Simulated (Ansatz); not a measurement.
All values below come from frozen-core CCSD(T)/cc-pVTZ // PBE-D3(BJ)/def2-TZVP (Ansatz, a first-principles code).

Ansatz 0.2 input:
```yaml
crystal:
  periodic: [false, false, false]
  atoms:
    - { symbol: C, position_ang: [-1.040351, -0.122781, -0.579627] }
    - { symbol: N, position_ang: [-0.270334, -0.637847, 0.515565] }
    - { symbol: C, position_ang: [0.999263, 0.020327, 0.628086] }
    - { symbol: H, position_ang: [-1.240419, 0.963479, -0.457164] }
    - { symbol: H, position_ang: [-0.496311, -0.218393, -1.543589] }
    - { symbol: H, position_ang: [-2.001233, -0.648666, -0.661794] }
    - { symbol: H, position_ang: [1.584433, -0.400849, 1.456859] }
    - { symbol: H, position_ang: [0.874228, 1.110875, 0.801619] }
    - { symbol: H, position_ang: [1.590721, -0.066145, -0.308396] }
basis:
  gaussian: { orbitals: cc-pVTZ }
correlation:
  method: ccsd_t
magnetization:
  spin_polarized: true
  initial_magnetization: 1
```

Output:

```
Functional definition: HF
981 factors; integrals over basis functions are off by at most 1.3e-3 eV
mean field evaluation 1: about -3634.7921 eV, gradient 1.9e1 eV
mean field evaluation 2: about -3634.7943 eV, gradient 1.9e1 eV
mean field evaluation 4: about -3637.4117 eV, gradient 3.0e0 eV
mean field evaluation 8: about -3637.5118 eV, gradient 1.4e-1 eV
mean field evaluation 16: about -3637.5002 eV, gradient 8.3e-1 eV
mean field evaluation 32: about -3635.4730 eV, gradient 5.8e-3 eV
mean field -3637.51211986 eV, -133.6761048104 hartree, gradient 1.8e-6 eV, S^2 0.763305; 1 other end points of the search recorded, 0 dependent functions left out
determinant -3637.51211986 eV, -133.6761048104 hartree, with singles and doubles -3653.20962882 eV, -134.2529776245 hartree
determinant -3635.47298117 eV, -133.6011678458 hartree, with singles and doubles -3651.19969847 eV, -134.1791140466 hartree
3 core orbitals not correlated
reference -3637.51211986 eV, -133.6761048104 hartree; 10, 9 occupied and 161, 162 virtual orbitals, 981 factors
second order -14.38463930 eV of doubles, -0.00000000 eV of singles
cycle   1  -15.45829791 eV  change    -1.2e0 eV  update   2.2e-2
cycle   2  -15.48884695 eV  change   -3.1e-2 eV  update   5.0e-3
cycle   3  -15.48907860 eV  change   -2.3e-4 eV  update   2.4e-3
cycle   4  -15.48960881 eV  change   -5.3e-4 eV  update   8.7e-4
cycle   5  -15.49007181 eV  change   -4.6e-4 eV  update   4.2e-4
cycle   6  -15.49019597 eV  change   -1.2e-4 eV  update   1.5e-4
cycle   7  -15.49029727 eV  change   -1.0e-4 eV  update   4.8e-5
cycle   8  -15.49032433 eV  change   -2.7e-5 eV  update   1.7e-5
cycle   9  -15.49031831 eV  change    6.0e-6 eV  update   6.1e-6
perturbative correction -0.57138986 eV, -0.0209981899 hartree
Total energy: -3653.57382802 eV, -134.2663616983 hartree
```

Cost: very roughly 4 core-minutes.
